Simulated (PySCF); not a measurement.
**Ionisation energy of Nd⁴⁶⁺ by level of theory**

Nd⁴⁶⁺ [Ne] 3s2 3p2 (3P) → Nd⁴⁷⁺ [Ne] 3s2 3p1 (2P), as a difference of total energies. All numbers are calculated (PySCF 2.14, the spin-free X2C one-electron Hamiltonian (Gaussian nucleus), in an uncontracted even-tempered set (18 s from 9.6 bohr⁻², ratio 2.5; 12 p from 12 bohr⁻², ratio 2.5; 4 d from 50 bohr⁻², ratio 2.7; 4 f from 74 bohr⁻², ratio 2.7)). Correlated levels: outer shells: 1s2 frozen; virtual orbitals above 40 to 60 times the deepest correlated orbital energy dropped. The calculations carry no spin-orbit coupling.

```
                method  ionisation energy (eV)
                   UHF                  3811.8
    MP2 (outer shells)                  3812.3
SCS-MP2 (outer shells)                  3812.1
   CCSD (outer shells)                  3812.2
CCSD(T) (outer shells)                  3812.2
```

Spin-orbit coupling is strong in these open shells (close to jj coupling). The scalar numbers leave it out and a first-order estimate fails, so it can dominate the gap to the real levels.

Breit and QED terms and the two-electron picture change are absent.

For comparison: 3891 ± 4 eV (theoretical estimate listed by NIST; NIST Atomic Spectra Database, ionization energies).
